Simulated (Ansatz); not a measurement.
`BC#CF` + NH₃ → `BC#CN` + H–F at 600 K and 1 bar (substitution at a C–F bond).

Calculated with Ansatz (gas phase, PBE0-D4/def2-TZVP geometries, no zero-point term in ΔE). CBS: MP2 limit from def2 TZ/QZ plus the TZ coupled-cluster correction, frozen cores. This one scheme is used for every species. Each species was taken in one conformer, which may not be the lowest.

```
species  CCSD(T)/CBS energy (Eh)  H − E (kJ/mol)  S (J/(mol·K))
`BC#CF`               -201.77815           123.8          330.8
    NH₃                -56.50880           112.4          219.5
`BC#CN`               -157.93223           195.5          354.9
    H–F               -100.39570            42.3          194.0
```

H − E and S are ideal-gas, rigid-rotor, harmonic terms from PBE0-D4/def2-TZVP, for one conformer and one mirror image of each species. 1 Eh = 2625.50 kJ/mol, R = 8.31446 J/(mol·K).

By hand: ΔE, ΔH, ΔS and ΔG.

ΔE = (-157.93223) + (-100.39570) − (-201.77815) − (-56.50880) = -0.04098 Eh = -107.6 kJ/mol. Δ(H − E) = 195.5 + 42.3 − 123.8 − 112.4 = 1.6, so ΔH = -106.0 kJ/mol. ΔS = 354.9 + 194.0 − 330.8 − 219.5 = -1.4 J/(mol·K). ΔG = -106.0 − 600 × (-1.4)/1000 = -105.2 kJ/mol.

By hand: the equilibrium constant, and the temperature at which ΔG would vanish if ΔH and ΔS stayed fixed.

log₁₀ K = −ΔG/(RT ln 10) = 9.2. ΔG = 0 at ΔH/ΔS = 75714 K, far beyond where these terms or the molecules hold.

The number of gas molecules stays the same, so ΔS is small and ΔH decides. A doubt of 5 kJ/mol in ΔE shifts log₁₀ K by 0.4 here. Other conformers and mirror images would add mixing entropy, several J/(mol·K) or more a flexible species. These are equilibria of isolated gas molecules and say nothing of rates. Largest T1 diagnostic: 0.015 (customary marks: 0.02 for closed shells, 0.045 for open ones).
